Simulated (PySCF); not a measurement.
C₅H₅Cl, SMILES C=C=C/C=C/Cl.

Coordinates come from a PBE-D3(BJ)/def2-SVP optimisation. The structure was generated by enumeration; whether it is a known compound was not checked. One conformer was computed; it need not be the lowest.

These are PySCF with PBE-D3(BJ)/def2-SVP values and carry that method's errors.

Frequencies are harmonic and unscaled.

Computed normal modes with their intensities:
```csv
mode,ν (cm⁻¹),IR (km/mol),moving atoms (share of kinetic energy)
1,80,0.1,"C 49 %, H 46 %"
2,99,0.1,"C 64 %, Cl 20 %, H 15 %"
3,220,0.8,"C 55 %, H 35 %, Cl 10 %"
4,266,1.9,"C 75 %, H 14 %, Cl 12 %"
5,302,6.1,"C 55 %, H 45 %"
6,368,1.1,"C 62 %, Cl 32 %"
7,567,0.2,"H 55 %, C 45 %"
8,647,58.1,"C 82 %, Cl 11 %"
9,794,1.1,"H 52 %, C 48 %"
10,822,47.6,"H 74 %, C 26 %"
11,855,24.2,"C 72 %, H 17 %, Cl 10 %"
12,867,31.0,"H 85 %, C 15 %"
13,931,25.9,"H 90 %, C 10 %"
14,945,0.0,"H 63 %, C 37 %"
15,945,9.8,"C 75 %, H 23 %"
16,1115,1.1,"H 72 %, C 28 %"
17,1204,4.7,"H 78 %, C 22 %"
18,1260,0.1,"H 80 %, C 20 %"
19,1309,1.9,"H 74 %, C 25 %"
20,1418,2.9,"C 59 %, H 41 %"
21,1619,44.1,"C 92 %, H 8 %"
22,1997,51.5,C 98 %
23,3038,4.6,H 95 %
24,3069,3.3,H 92 %
25,3118,0.2,"H 89 %, C 11 %"
26,3118,5.8,"H 92 %, C 8 %"
27,3129,6.9,"H 92 %, C 8 %"
```
